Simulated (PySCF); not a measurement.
**Ca(18+): ionisation energy**

Ca(18+) 1s2 → Ca(19+) 1s1 [1s1/2^1, M_J = 1/2], as a difference of total energies. Calculation: PySCF 2.14, in an uncontracted even-tempered set (15 s from 17 bohr⁻², ratio 2.4; 9 p from 22 bohr⁻², ratio 2.4; 3 d from 70 bohr⁻², ratio 2.6; 3 f from 100 bohr⁻², ratio 2.6); the two-component X2C-1e Hamiltonian. Correlated levels: nothing frozen; the 34 highest virtual spinors dropped. "Screened" scales the spin-orbit matrix elements by Boettger's factors to mimic the two-electron term; Breit and QED terms are absent.

| method | ionisation energy (eV) | difference from reference (eV) |
| --- | --- | --- |
| GHF (screened spin-orbit) | 5130.4 | +1.5 |
| GMP2 (screened spin-orbit) | 5131.7 | +2.8 |
| GHF (bare spin-orbit) | 5130.4 | +1.5 |
| GMP2 (bare spin-orbit) | 5131.7 | +2.8 |

Reference: 5128.9 eV (theoretical estimate listed by NIST; NIST Atomic Spectra Database, ionization energies).
